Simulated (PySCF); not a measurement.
Computed shifts of a molecule C2H4BNO2, PySCF with KT2/pcSseg-1, GIAO, gas phase, equivalent atoms averaged, in ppm (number of nuclei): ¹⁵N: 283.6 (1). ¹³C: 114.2 (1), 6.6 (1). ¹H: 5.72 (1), 4.33 (1), 2.11 (2). References: ¹⁵N against NH3 (σ = 266.2 ppm); ¹³C against TMS (σ = 185.1 ppm); ¹¹B against BF3 (σ = 89.8 ppm); ¹⁷O against H2O (σ = 330.4 ppm); ¹H against TMS (σ = 31.47 ppm), references at their B3LYP-D3(BJ)/def2-TZVP geometries, non-relativistic. Geometry optimised at B3LYP-D3(BJ)/def2-SVP. The values are those of a single conformer.

**Question.** Which molecule gave these data?
A) OB1CN=CO1
B) N#CCB(O)O
C) OB1C=NCO1
D) OB1COC=N1

**Answer.** B, N#CCB(O)O
